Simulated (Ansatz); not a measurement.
Ansatz (a first-principles code) input:

Ansatz 0.2 input:
```yaml
crystal:
  periodic: [false, false, false]
  atoms:
    - {symbol: Si, position_ang: [-1.71605935, -0.16426501, 0.11213644]}
    - {symbol: As, position_ang: [0.77497313, 0.07429075, -0.05062150]}
    - {symbol: H, position_ang: [-1.90455372, 1.07396271, -0.78733721]}
    - {symbol: H, position_ang: [-1.72429042, 0.68390134, 1.39990077]}
    - {symbol: H, position_ang: [0.95139032, -0.76361090, -1.32847615]}
    - {symbol: H, position_ang: [1.12817154, -1.14613761, 0.81651183]}
basis:
  gaussian:
    orbitals: def2-TZVPD
hamiltonian:
  xc: {name: wB97M-V}
total_charge: -1
output: {forces: true}
```

Question: What final total energy does it print?

Answer: -2527.62647 Eh (wB97M-V/def2-TZVPD). The basis has 133 functions.

It need not be the lowest isomer of its formula. Whether it binds its extra electron was not tested at this geometry.
